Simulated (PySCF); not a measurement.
Simulation results for AlBH₂N

Calculation on a computer-drawn molecule: vertical ionisation energy to the stated ion spin, frozen-core CCSD(T) at the basis limit and cheaper methods, single-reference cases, UHF for radicals, no spin-orbit; all values are single points at the evaluated structure, the first of each entry, which is the reference or a displaced copy of it and isn't optimised; the reference structure only sets the zero of the energies above reference; triples share is (T) over the correlation energy. Program: PySCF 2.14.0.

Common to all runs: charge 0; multiplicity 2; ion multiplicity 1; diffuse functions no; basis cc-pV(n+d)Z; reference is the Hartree-Fock double-zeta minimum; best is HF at quadruple zeta + MP2 correlation extrapolated from triple and quadruple zeta + CCSD(T) minus MP2 at triple zeta; basis step is the size of the change from the same recipe one zeta lower.

(1) AlBH₂N

Evaluated structure:
```xyz
5
AlBH2N
B     -2.5766    -0.4661     1.7387
N     -2.1894    -0.4898     0.5567
Al    -1.7363    -0.4430    -1.1636
H     -2.9311    -0.4419     2.8602
H     -0.4316    -1.2384    -1.5905
```

Reference structure:
```xyz
5
AlBH2N
B     -2.5761    -0.4611     1.7415
N     -2.1902    -0.4807     0.5548
Al    -1.7383    -0.4387    -1.1639
H     -2.9337    -0.4466     2.8584
H     -0.4335    -1.2335    -1.6168
```

It finds ionisation energy best 7.593 eV; ionisation energy basis step 0.01491 eV; energy above reference best 0.1235 kcal/mol; energy above reference basis step 0.03161 kcal/mol; total energy HF triple zeta -322.2695 hartree; total energy CCSD(T) triple zeta -322.6497 hartree; total energy best -322.6993 hartree; T1 diagnostic at triple zeta 0.0171; D1 diagnostic at triple zeta 0.04062; spin squared at triple zeta 0.7554; ion T1 diagnostic at triple zeta 0.01635; ion D1 diagnostic at triple zeta 0.03799; triples share at triple zeta 0.04496; basis functions triple zeta 127; dipole magnitude HF at triple zeta 1.515 debye; dipole magnitude CCSD unrelaxed at triple zeta 0.9096 debye; dipole magnitude PBE at triple zeta 0.8365 debye; dipole magnitude r2SCAN at triple zeta 1.01 debye; dipole magnitude B3LYP at triple zeta 0.9724 debye; dipole magnitude wB97X at triple zeta 1.138 debye.

Drawn bonds:
| atom | other atom | order |
| --- | --- | --- |
| 1 | 2 | 2 |
| 2 | 3 | 1 |
| 1 | 4 | 1 |
| 3 | 5 | 1 |

Triple zeta:
| method | ionisation energy (eV) | energy above reference (kcal/mol) |
| --- | --- | --- |
| HF | 7.315 | 0.01818 |
| PBE | 7.582 | 0.1622 |
| r2SCAN | 7.706 | 0.1204 |
| B3LYP | 7.652 | 0.09447 |
| wB97X | 7.539 | 0.07473 |
| MP2 | 7.535 | 0.1562 |
| CCSD | 7.552 | 0.1232 |
| CCSD(T) | 7.566 | 0.1595 |

(2) AlBH₂N

Evaluated structure:
```xyz
5
AlBH2N
B     -2.5766    -0.4661     1.7387
N     -2.1894    -0.4898     0.5567
Al    -1.7363    -0.4430    -1.1636
H     -2.9311    -0.4419     2.8602
H     -0.5393    -1.1727    -1.5553
```

Reference structure:
```xyz
5
AlBH2N
B     -2.5761    -0.4611     1.7415
N     -2.1902    -0.4807     0.5548
Al    -1.7383    -0.4387    -1.1639
H     -2.9337    -0.4466     2.8584
H     -0.4335    -1.2335    -1.6168
```

Results for AlBH₂N: ionisation energy best 7.528 eV; ionisation energy basis step 0.01353 eV; energy above reference best 3.598 kcal/mol; energy above reference basis step 0.06492 kcal/mol; total energy HF triple zeta -322.2642 hartree; total energy CCSD(T) triple zeta -322.6441 hartree; total energy best -322.6938 hartree; T1 diagnostic at triple zeta 0.01678; D1 diagnostic at triple zeta 0.04085; spin squared at triple zeta 0.7538; ion T1 diagnostic at triple zeta 0.01586; ion D1 diagnostic at triple zeta 0.03677; triples share at triple zeta 0.04478; basis functions triple zeta 127; dipole magnitude HF at triple zeta 1.283 debye; dipole magnitude CCSD unrelaxed at triple zeta 0.6833 debye; dipole magnitude PBE at triple zeta 0.6362 debye; dipole magnitude r2SCAN at triple zeta 0.7897 debye; dipole magnitude B3LYP at triple zeta 0.75 debye; dipole magnitude wB97X at triple zeta 0.9332 debye.

Drawn bonds:
| atom | other atom | order |
| --- | --- | --- |
| 1 | 2 | 2 |
| 2 | 3 | 1 |
| 1 | 4 | 1 |
| 3 | 5 | 1 |

Triple zeta:
| method | ionisation energy (eV) | energy above reference (kcal/mol) |
| --- | --- | --- |
| HF | 7.227 | 3.351 |
| PBE | 7.517 | 4.126 |
| r2SCAN | 7.633 | 3.692 |
| B3LYP | 7.577 | 3.529 |
| wB97X | 7.453 | 3.555 |
| MP2 | 7.463 | 3.351 |
| CCSD | 7.486 | 3.559 |
| CCSD(T) | 7.501 | 3.644 |

(3) AlBH₂N

Evaluated structure:
```xyz
5
AlBH2N
B     -2.5766    -0.4661     1.7387
N     -2.1894    -0.4898     0.5567
Al    -1.7363    -0.4430    -1.1636
H     -2.9311    -0.4419     2.8602
H     -0.3658    -1.2785    -1.6120
```

Reference structure:
```xyz
5
AlBH2N
B     -2.5761    -0.4611     1.7415
N     -2.1902    -0.4807     0.5548
Al    -1.7383    -0.4387    -1.1639
H     -2.9337    -0.4466     2.8584
H     -0.4335    -1.2335    -1.6168
```

Results for AlBH₂N: ionisation energy best 7.631 eV; ionisation energy basis step 0.01595 eV; energy above reference best 0.7205 kcal/mol; energy above reference basis step 0.04232 kcal/mol; total energy HF triple zeta -322.2683 hartree; total energy CCSD(T) triple zeta -322.6488 hartree; total energy best -322.6983 hartree; T1 diagnostic at triple zeta 0.01739; D1 diagnostic at triple zeta 0.0405; spin squared at triple zeta 0.7571; ion T1 diagnostic at triple zeta 0.01675; ion D1 diagnostic at triple zeta 0.03909; triples share at triple zeta 0.04508; basis functions triple zeta 127; dipole magnitude HF at triple zeta 1.684 debye; dipole magnitude CCSD unrelaxed at triple zeta 1.067 debye; dipole magnitude PBE at triple zeta 0.9809 debye; dipole magnitude r2SCAN at triple zeta 1.166 debye; dipole magnitude B3LYP at triple zeta 1.129 debye; dipole magnitude wB97X at triple zeta 1.289 debye.

Drawn bonds:
| atom | other atom | order |
| --- | --- | --- |
| 1 | 2 | 2 |
| 2 | 3 | 1 |
| 1 | 4 | 1 |
| 3 | 5 | 1 |

Triple zeta:
| method | ionisation energy (eV) | energy above reference (kcal/mol) |
| --- | --- | --- |
| HF | 7.371 | 0.7758 |
| PBE | 7.624 | 0.3623 |
| r2SCAN | 7.752 | 0.5972 |
| B3LYP | 7.699 | 0.6048 |
| wB97X | 7.595 | 0.607 |
| MP2 | 7.578 | 0.957 |
| CCSD | 7.591 | 0.7184 |
| CCSD(T) | 7.604 | 0.7164 |
